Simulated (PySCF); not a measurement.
## Orbital picture of LiGa

PBEsol at R = 2.882 Å; Li aug-pcseg-1, Ga aug-pcseg-1; no relativity (PySCF 2.14). State: ¹Σ⁺ (singlet), closed shell. Only the outer orbitals are listed, counted within each symmetry.

```
orbital  occ.  ε (eV)  on Li (%)            main shells (%)
     6σ     2  -49.84        100                   100 Li s
     1δ     2  -19.80          0                   100 Ga d
     1δ     2  -19.80          0                   100 Ga d
     3π     2  -19.56          0                   100 Ga d
     3π     2  -19.56          0                   100 Ga d
     7σ     2  -19.48          0                   100 Ga d
     8σ     2   -8.37          1                    99 Ga s
     9σ     2   -3.01         33           64 Ga p, 32 Li s
     4π     0   -2.47         11           89 Ga p, 11 Li p
     4π     0   -2.47         11           89 Ga p, 11 Li p
    10σ     0   -1.68         84  56 Li s, 28 Li p, 18 Ga p
```

Problem. Which are the highest filled and the lowest empty level, where do they sit, and how wide is the gap?

Solution. Highest filled 9σ at -3.01 eV (in %: 64 Ga p, 32 Li s); lowest empty 4π at -2.47 eV (in %: 89 Ga p, 11 Li p); the gap at PBEsol is 0.54 eV.

```json
{
  "bond order (Mayer)": "0.89",
  "⟨S²⟩": "0.000",
  "charge on Li (Mulliken, basis-dependent)": "0.33",
  "charge on Li (Löwdin, basis-dependent)": "0.13",
  "dipole moment (positive dipole means Li(−)Ga(+))": "-2.18 D"
}
```

Closed-shell solutions of metal pairs were not tested for spin polarisation, which can lower them a little.
